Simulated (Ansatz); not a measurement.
`N[SiH](N)[SiH3]` + `[CH3][SnH2][Cl]` → `[CH3][SnH]([SiH3])[Cl]` + `N[SiH2]N`  (formal exchange of groups at the Si–Si bond)

Gas-phase electronic energies from Ansatz, PBE0-D4/def2-TZVP geometries. CCSD(T)/CBS adds triple-zeta CCSD(T) − MP2 to the extrapolated MP2 energy (def2 sets, frozen cores). This one scheme is used for every species. DFT in def2-TZVPP. HSE06 is defined as in plane-wave codes. Elements past krypton have def2 core potentials. For Sn outer-core shells are correlated without core-valence functions, which leaves a few kJ/mol of doubt a bond. Each species was taken in one conformer, which may not be the lowest.

`N[SiH](N)[SiH3]`:

```xyz
12

N     1.251   -0.283    1.425
Si   -0.077   -0.516    0.362
N    -1.439    0.269    1.048
Si    0.150    0.404   -1.792
H     1.971   -0.983    1.490
H     1.605    0.639    1.622
H    -0.151   -2.005    0.238
H    -2.209    0.570    0.474
H    -1.732    0.057    1.988
H     1.152   -0.362   -2.584
H     0.613    1.819   -1.718
H    -1.134    0.392   -2.552
```

`[CH3][SnH2][Cl]`:

Cartesian coordinates in Å:
```
C -0.468 -0.179 -1.071
Sn 0.265 -0.026 0.919
Cl 1.684 1.838 0.929
H 0.372 -0.298 -1.755
H -1.133 -1.038 -1.161
H -1.013 0.730 -1.325
H -0.945 0.316 2.070
H 1.239 -1.343 1.393
```

`[CH3][SnH]([SiH3])[Cl]`:

```xyz
11

C    -1.623    1.100    0.357
Sn    0.409    0.710   -0.165
Si    1.047   -1.762   -0.405
Cl    1.656    1.470    1.682
H    -1.878    0.545    1.258
H    -2.284    0.796   -0.456
H    -1.742    2.167    0.542
H     0.919    1.698   -1.464
H     0.324   -2.358   -1.560
H     0.662   -2.484    0.835
H     2.510   -1.881   -0.624
```

`N[SiH2]N`:

Cartesian coordinates in Å:
```
N -1.050 -0.995 -0.193
Si 0.483 -0.265 0.015
N 0.264 1.425 0.169
H -1.782 -0.888 0.489
H -1.142 -1.849 -0.718
H 1.260 -0.744 -1.166
H 1.249 -0.629 1.243
H 0.907 1.977 0.710
H -0.189 1.966 -0.549
```

Task: Is it downhill or uphill in electronic energy at CCSD(T)/CBS, and by how much? (An estimate is asked.)

Result: Computed: Downhill: ΔE = -0.42 eV.

Task: What do these levels give: r2SCANh-D4, r2SCAN0-D4, revPBE, HSE06, BHLYP, SCS-MP2/def2-TZVPP? (Best estimate.)

Result: Ansatz gave: r2SCANh-D4 -0.37, r2SCAN0-D4 -0.38, revPBE -0.34, HSE06 -0.35, BHLYP -0.41, SCS-MP2/def2-TZVPP -0.44 eV.

Largest T1 diagnostic among the species: 0.011.

Leaving LDA and LC-ωPBE aside and taking each functional with its dispersion term where it has one, the values, not all of them listed here, spread over 0.16 eV, from BHLYP-D4 to B97M-V.
